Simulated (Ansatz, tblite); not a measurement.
Forces on Ge₄O₅ at its PBE-D4/def2-SVP geometry. Charge 0, multiplicity 1.

The xTB rows come from tblite. The structure comes from a short search, and lower isomers may exist.

GFN1-xTB (tblite), largest force 0.76 eV/Å:

```xyz
9
positions Å, forces eV/Å
Ge   -1.780    2.453    1.297    0.414   -0.567   -0.302
Ge    0.116   -2.761   -0.129    0.037    0.711   -0.015
Ge    2.219   -0.471   -1.586   -0.581    0.040    0.416
Ge   -0.345    0.482    0.258   -0.054    0.071    0.039
O     1.097    0.713   -0.754   -0.209   -0.422    0.131
O     1.489   -2.069   -1.105   -0.173    0.248    0.135
O    -1.780    1.462   -0.274    0.342   -0.143    0.272
O    -0.314    1.433    1.807   -0.139   -0.135   -0.415
O    -0.702   -1.243    0.486    0.363    0.198   -0.260
```

GFN2-xTB (tblite), largest force 0.78 eV/Å:

```
Ge 0.332 -0.454 -0.241
Ge 0.195 0.608 -0.133
Ge -0.518 -0.168 0.364
Ge 0.116 -0.159 -0.080
O -0.522 -0.459 0.352
O -0.188 0.272 0.151
O 0.509 -0.116 0.558
O -0.354 -0.099 -0.669
O 0.430 0.574 -0.302
```

PBE-D4/def2-TZVP (Ansatz), largest force 0.27 eV/Å:

```
Ge 0.149 -0.203 -0.110
Ge 0.040 0.248 -0.024
Ge -0.210 -0.018 0.150
Ge 0.000 -0.001 0.000
O 0.043 -0.011 -0.033
O 0.019 -0.022 -0.014
O 0.014 0.030 0.070
O -0.058 0.031 -0.036
O 0.002 -0.054 -0.004
```
